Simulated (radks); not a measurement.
Values are calculated unless marked as measured or tabulated.
Polarisability of the silicon ion Si2+, [Ne] 3s2, at imaginary frequency. Level of theory: scalar-relativistic Kohn-Sham, LB94 model potential, spin-polarised, spherical densities, finite nucleus; Fermi nuclear charge, rms radius 3.1224 fm (a radial shooting solver on a logarithmic mesh with Libxc functionals). Response by self-consistent Sternheimer equations with the Hartree and adiabatic LDA kernel, the relativistic mass of each level held fixed and spin-orbit coupling left out.

| w (hartree) | alpha1(iw) (bohr^3) | alpha2(iw) (bohr^5) |
|---|---|---|
| 0.00266 | 10.65 | 32.45 |
| 0.0143 | 10.63 | 32.44 |
| 0.0360 | 10.56 | 32.36 |
| 0.0697 | 10.33 | 32.12 |
| 0.118 | 9.778 | 31.50 |
| 0.186 | 8.730 | 30.20 |
| 0.280 | 7.117 | 27.75 |
| 0.413 | 5.160 | 23.74 |
| 0.605 | 3.309 | 18.22 |
| 0.892 | 1.910 | 12.12 |
| 1.35 | 1.023 | 6.863 |
| 2.12 | 0.5235 | 3.279 |
| 3.59 | 0.2580 | 1.294 |
| 6.94 | 0.1095 | 0.3902 |
| 17.5 | 0.02654 | 0.06884 |

Static values: alpha1 = 10.65 bohr^3 (1.578 angstrom^3; uncoupled 18.10), alpha2 = 32.45 bohr^5, alpha3 = 158.6 bohr^7. C6 = 34.66, C8 = 666.5, triple-dipole C9 = 271.8 atomic units. One-pole (London) frequency 4 C6 / (3 alpha1^2) = 0.408 hartree, against 1.251 for minus the highest occupied eigenvalue.
